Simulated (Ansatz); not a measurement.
What each rung costs, and what it gives

The pair of F⁻ (SMILES [F-], atom 1) and C₂H₄ (SMILES C=C, atoms 2–7), both closed shells, in one local arrangement (a lower one may exist), relaxed at PBE0-D4/def2-TZVPD:

F1  (0.025, 0.843, -2.638)
C2  (0.402, -0.064, 0.960)
C3  (-0.408, -0.215, -0.083)
H4  (0.196, -0.494, 1.940)
H5  (1.323, 0.507, 0.871)
H6  (-0.215, 0.220, -1.105)
H7  (-1.322, -0.797, 0.054)
(Å)

Interaction energies are counterpoise-corrected; the time is that of the whole pair.

Program: Ansatz 0.2.0. Basis: as named in each row. Cores are frozen in the correlated methods. B3LYP uses VWN-RPA correlation. Extrapolation: Hartree–Fock as exp(−7.88 √X), correlation as X^−2.97.

Times are rough, for one single point on 2 threads of a shared host (Intel Xeon Platinum 8259CL).

The estimate by CCSD(T) at an estimated basis limit (MP2 extrapolated from triple and quadruple zeta, plus CCSD(T) − MP2 in triple zeta) is -11.72 kcal/mol.

| method | basis | time (s) | interaction energy (kcal/mol) | method less estimate |
| --- | --- | --- | --- | --- |
| HF | STO-3G | under 1 | -12.49 | -0.76 |
| B3LYP-D4 | 6-31G | under 1 | -16.56 | -4.83 |
| SPW92 | def2-SVP | under 1 | -21.06 | -9.34 |
| PBE-D4 | STO-3G | 1 | -29.01 | -17.28 |
| PBE0-D4 | def2-SVP | 1 | -16.15 | -4.43 |
| PBE-D4 | def2-SVP | 1 | -16.86 | -5.14 |
| CCSD(T) | def2-SVP | 2 | -10.74 | 0.98 |
| PBE-D4 | def2-TZVPPD | 3 | -12.75 | -1.03 |
| revPBE-D4 | def2-TZVPPD | 3 | -11.63 | 0.09 |
| wB97M-V | def2-SVP | 3 | -14.43 | -2.70 |
| PBE0-D4 | def2-TZVPPD | 3 | -12.93 | -1.21 |
| BLYP-D4 | def2-TZVPPD | 3 | -11.44 | 0.28 |
| HSE06-D4 | def2-TZVPPD | 3 | -12.95 | -1.22 |
| B3LYP-D4 | def2-TZVPPD | 4 | -12.07 | -0.35 |
| r2SCAN-D4 | def2-TZVPPD | 4 | -12.90 | -1.18 |
| B2PLYP | def2-TZVPPD | 7 | -11.03 | 0.70 |
| B97M-V | def2-TZVPPD | 8 | -12.20 | -0.48 |
| wB97M-V | def2-TZVPPD | 8 | -11.84 | -0.12 |
| wB97X-V | def2-TZVPPD | 9 | -11.58 | 0.15 |
| MP2 | def2-QZVPPD | 22 | -11.13 | 0.59 |
| CCSD(T) | def2-TZVPPD | 48 | -10.86 | 0.86 |

T1 diagnostic: at most 0.023.
